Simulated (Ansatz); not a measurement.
ClH3O3Si (`O[Si](O)(O)Cl`), relaxed with RKS PBE0-D4/def2-TZVP in Ansatz 0.2.0 from a PBE-D4/def2-SVP geometry. The force threshold is 0.005 eV/Å; the program also tests the step.

Charge 0, multiplicity 1.

Start:

```xyz
8

O    -0.779    1.136   -0.902
Si    0.024    0.006    0.001
O    -0.610   -0.028    1.529
O    -0.149   -1.482   -0.700
Cl    2.051    0.502    0.097
H    -0.662    2.059   -0.617
H    -0.147   -0.606    2.161
H     0.273   -1.587   -1.570
```

Problem. By how much does the energy fall, and how many steps does the optimiser take? (Estimate.)

Solution. The calculation gave: 1.98 kcal/mol, in 6 steps, 1 of them rejected.

Problem. Which bonds change most? (Best estimate.)

Solution. Computed: Si2–O3 from 1.655 to 1.620 Å; O1–Si2 from 1.654 to 1.620 Å; Si2–O4 from 1.654 to 1.620 Å; Si2–Cl5 from 2.089 to 2.059 Å.

Problem. Give the relaxed structure. (An estimate is asked.)

Solution. The calculation gave: 
```xyz
8

O    -0.756    1.121   -0.875
Si    0.027    0.007    0.001
O    -0.587   -0.035    1.499
O    -0.138   -1.446   -0.694
Cl    2.026    0.495    0.097
H    -0.670    2.040   -0.620
H    -0.160   -0.597    2.148
H     0.259   -1.584   -1.556
```
